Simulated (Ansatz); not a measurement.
Which method gave which barrier?

Saddle point of SnH$_{6}$F$_{2}$, closed shell (SnH₄ + HF + HF → SnH₃F ([F][SnH3]) + HF + H₂; bonds formed: Sn1–F7, H2–H8, H6–F9; bonds broken: Sn1–H2, H6–F7, H8–F9), PBE0-D4/def2-TZVP structure:

Sn1  (-0.421, 0.153, -1.068)
H2  (0.577, -1.127, 0.049)
H3  (-0.129, -1.151, -2.161)
H4  (-2.085, 0.226, -0.768)
H5  (0.460, 1.495, -1.607)
H6  (0.294, 0.493, 1.658)
F7  (-0.270, 1.167, 0.908)
H8  (0.726, -0.888, 0.897)
F9  (0.849, -0.369, 2.092)
(Å)

Ansatz 0.2.0; basis: def2-TZVPP, with def2-QZVPP for the basis limit; cores frozen in the correlated methods. Filled d shells of the heavier atoms are correlated. Core potentials replace the inner electrons of the atoms past krypton. The def2 sets are not built for correlating such inner shells, so the correlated values are less sure here. B3LYP uses VWN-RPA correlation. Extrapolation: Hartree–Fock as exp(−7.88 √X), correlation as X^−2.97. Four methods, as single points on the PBE0-D4 structures, gave these electronic barriers from the start structure: 18.40, 23.82, 29.11, 42.08 kcal/mol.

Problem. The methods were, in alphabetical order, B3LYP-D4, HF, MP2, PBE-D4. Which gave which? (Judge from chemistry; the calculation decides.)

Solution. Computed: PBE-D4 18.40; B3LYP-D4 23.82; MP2 29.11; HF 42.08 kcal/mol. For comparison, CCSD(T) at an estimated basis limit (MP2 extrapolated from triple and quadruple zeta, plus CCSD(T) − MP2 in triple zeta) gives 27.75 kcal/mol.

T1 diagnostic: at most 0.014. The end structure is not quite a true minimum (one mode of 27i cm⁻¹).

Labels in which every atom is bracketed show which atoms are joined, not bond orders.

For scale, one of the runs: CCSD(T)/def2-TZVPP, 196 basis functions (an equivalent command: `ansatz run in.yaml --threads 4`). The run took 76 s on 4 CPU threads (shared host), with 2.7 GiB of host memory at its peak.
